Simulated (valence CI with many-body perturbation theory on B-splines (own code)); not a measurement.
# W XXXIV: magnetic and hyperfine properties of the levels

Calculated by configuration interaction combined with many-body perturbation theory (CI+MBPT): five valence electrons over a frozen Dirac-Fock core [Kr], radial functions for each j: 7 s, 7 p, 8 d, 6 f, 4 g, 1 h, with the one-electron correlation potential Σ1, the two-electron term Σ2, the three-electron term Σ3, Breit, model QED; selected CI, second order for the rest, scaled by the run's own slope (own B-spline code, finite nucleus).

No measured spectrum was set against this ion. As an estimate, large intervals hold to a few tenths of a per cent, small ones and those within an open d or f shell to about a per cent. The list stops below the first excitations out of the core.

A/g_I is the dipole constant over the nuclear g factor μ/I (μ in nuclear magnetons, uniformly magnetised nucleus), B/Q the quadrupole constant per barn. Both hold the static response of the core; the bare values leave it out. Large factors of s and p1/2 electrons are usually good to 5 to 10 %; those of open d and f shells near neutrality can be off by tens of per cent, and small factors of p3/2, d and f electrons come from cancelling terms and can be off by a factor of two or in sign, in half-filled shells by more. B is blank for J = 1/2, where it vanishes, and for nearly pure S terms. Energies count from the lowest level.

Levels are named by their leading jj configuration (3d3/2^4 stands for four electrons in 3d with j = 3/2), which in mixed levels can hold well under half, so a name can repeat and another be missing. Letters in brackets count levels of one name in rising energy.

```csv
Level,E (cm⁻¹),g,A/g_I (MHz),A/g_I bare,B/Q (MHz/b),B/Q bare
(4d3/2^4 4d5/2) J=5/2,0,1.371,7370,8070,15100,14500
(4d3/2^3 4d5/2^2) J=5/2 [a],102600,1.334,4850,5470,7350,7040
(4d3/2^3 4d5/2^2) J=7/2 [a],139900,1.162,10300,10500,19700,19000
(4d3/2^3 4d5/2^2) J=3/2 [a],143870,1.194,12700,13000,15500,14900
(4d3/2^3 4d5/2^2) J=11/2,147610,1.118,13300,13400,-691,-760
(4d3/2^3 4d5/2^2) J=9/2,159700,1.144,11900,12000,18700,17900
(4d3/2^3 4d5/2^2) J=5/2 [b],167700,1.139,12400,12500,284,299
(4d3/2^3 4d5/2^2) J=1/2,174670,1.809,-7690,-5850,,
(4d3/2^3 4d5/2^2) J=7/2 [b],183150,1.086,14600,14600,-20500,-19700
(4d3/2^3 4d5/2^2) J=3/2 [b],226390,0.787,23800,23000,-18400,-17800
(4d3/2^2 4d5/2^3) J=5/2 [a],241860,1.274,4590,5060,1150,1110
(4d3/2^2 4d5/2^3) J=7/2 [a],264930,1.217,8790,9100,-1640,-1580
(4d3/2^2 4d5/2^3) J=11/2,270170,1.086,13300,13200,511,507
(4d3/2^2 4d5/2^3) J=9/2 [a],275090,1.146,11300,11400,-2650,-2560
(4d3/2^2 4d5/2^3) J=1/2 [a],283100,0.530,35900,34500,,
(4d3/2^2 4d5/2^3) J=13/2,288230,1.073,14200,14100,-6.86,5.81
(4d3/2^2 4d5/2^3) J=3/2 [a],290230,1.186,11000,11200,690,649
(4d3/2^2 4d5/2^3) J=5/2 [b],293880,1.018,15800,15600,-2920,-2790
(4d3/2^2 4d5/2^3) J=9/2 [b],312760,1.108,12800,12800,832,803
(4d3/2^2 4d5/2^3) J=7/2 [b],318220,0.988,17500,17200,-1030,-988
(4d3/2^2 4d5/2^3) J=5/2 [c],322230,1.048,14800,14600,2890,2760
(4d3/2^2 4d5/2^3) J=3/2 [b],326740,0.845,21900,21200,1660,1630
(4d3/2^2 4d5/2^3) J=1/2 [b],341500,1.798,-9100,-7290,,
(4d3/2^2 4d5/2^3) J=7/2 [c],343570,1.043,15700,15600,1420,1360
(4d3/2^2 4d5/2^3) J=9/2 [c],367770,1.105,12900,13000,8930,8630
(4d3/2 4d5/2^4) J=5/2 [a],402760,1.274,6710,7170,-7820,-7500
(4d3/2^2 4d5/2^3) J=3/2 [c],410860,1.188,10400,10600,-6910,-6680
(4d3/2^2 4d5/2^3) J=5/2 [d],421070,1.129,9700,9800,6110,5920
(4d3/2 4d5/2^4) J=7/2 [a],431440,1.191,9760,10000,-23400,-22600
(4d3/2 4d5/2^4) J=11/2,440100,1.071,13800,13800,278,376
(4d3/2 4d5/2^4) J=3/2 [a],441020,0.966,15100,14800,-16700,-16000
(4d3/2 4d5/2^4) J=9/2,459930,1.115,12200,12200,-25700,-24800
(4d3/2 4d5/2^4) J=5/2 [b],472720,1.112,12300,12400,3140,3030
(4d3/2 4d5/2^4) J=7/2 [b],481720,1.001,15800,15600,25400,24500
(4d3/2 4d5/2^4) J=1/2,505980,1.184,-2560,-2290,,
(4d3/2 4d5/2^4) J=3/2 [b],552520,0.873,23100,22500,24200,23300
(4d5/2^5) J=5/2,598580,1.152,9730,9880,-25200,-24300
```

(1) Take the isotope of mass number 183, with I = 1/2, μ = 0.11739 μN. What is the hyperfine structure of (4d3/2^3 4d5/2^2) J=1/2?

## Answers

(1) From the table A = -1810 MHz. Shifts from the centre of gravity in MHz: F = 0: 1360, F = 1: -452.
